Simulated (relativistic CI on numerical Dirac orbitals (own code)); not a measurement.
Fe3+ in a cubic cluster: L2,3 absorption with charge transfer

Computed with a charge-transfer multiplet model of a cubic metal-ligand cluster with up to 2 ligand holes, Slater and spin-orbit integrals from Dirac-Coulomb-Breit ions, Slater integrals scaled by 0.8. The ground state mixes d5 with configurations of k ligand holes L, whose averages lie at kΔ + k(k − 1)U_dd/2; a core hole lowers each added d electron by U_cd. 300 K, Lorentzian 0.4 eV and Gaussian 0.3 eV FWHM.

Atomic integrals in eV (Slater integrals scaled, ζ unscaled), ground: F2dd 9.587, F4dd 5.993, zeta_d 0.056; with the core hole: F2dd 10.208, F4dd 6.385, zeta_d 0.075, zeta_core 8.130, F2cd 5.984, G1cd 4.514, G3cd 2.566.

Cluster parameters (eV): U_dd = 7.4, U_cd = 9.6, 10Dq = 0.4, 10Dq(ligand) = 0.2, V(eg) = 1.95, V(t2g) = -0.85, final-state hopping factor = 1.

```tsv
Case	n_d	d5	d6L	d7L2	S
Δ = -1.5 eV	5.58	0.47	0.49	0.05	2.50
Δ = -0.5 eV	5.47	0.56	0.41	0.03	2.50
Δ = 1.5 eV	5.29	0.72	0.27	0.01	2.50
```

Weights, n_d and S are thermal averages at 300 K. Photon energies count from the first peak over 30 % of the highest in each spectrum, which can be another peak from case to case. The parameters are a model scan and need not match a compound or its usual spin state. Peaks in eV (height, largest 100):
- Δ = -1.5 eV: -1.3 (27), 0.0 (100), 1.8 (22), 3.6 (15), 5.7 (16), 6.9 (6), 11.8 (17), 13.1 (26)
- Δ = -0.5 eV: -1.4 (25), 0.0 (100), 3.6 (14), 5.4 (15), 11.7 (16), 13.1 (24), 14.9 (6)
- Δ = 1.5 eV: -1.3 (22), 0.0 (100), 3.8 (12), 5.2 (10), 11.8 (15), 13.4 (20), 13.8 (20)

For the case Δ = 1.5 eV, Δ = 1.5 eV is smaller than U_dd = 7.4 eV, the charge-transfer side of the Zaanen-Sawatzky-Allen scheme. With the core hole the configuration with one ligand hole lies at Δ + U_dd − U_cd = -3.7, -2.7, -0.7 eV from the one without, in the order of the table; where this is negative the screened configuration lies lower, though the effective hopping of about 3.0 eV (from the holes of the mixed ground state) mixes the two strongly wherever it is as large as the gap.
